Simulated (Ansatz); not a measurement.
# ClGeHO: structure from calculated spectroscopic constants

These gas-phase data were calculated for one isomer of ClGeHO at B3LYP-D3(BJ)/def2-SVP (harmonic, unscaled wavenumbers; equilibrium rotational constants with average atomic masses):

- rotational constants: 22.92, 3.279, 2.868 GHz
- all wavenumbers above 1500 cm⁻¹: 2138

Candidates:

(1) `[OH][Ge][Cl]`, a singlet
(2) `[O]=[GeH][Cl]`, a singlet

**Question.** Which candidate do the data belong to?

**Answer.** Candidate (2). No mode falls between 3300 and 4000 cm⁻¹, where the O–H stretch of (1) would stand.

The same quantities for all candidates:

```tsv
	rotational constants (GHz)	wavenumbers above 1500 cm⁻¹	E above the lowest, B3LYP-D3(BJ)/def2-SVP (kcal/mol)
(1)	12.25, 3.617, 2.793	3783	0.0
(2)	22.92, 3.279, 2.868	2138	45.3
```

Each candidate is one conformer. Programs: Ansatz 0.2.0.
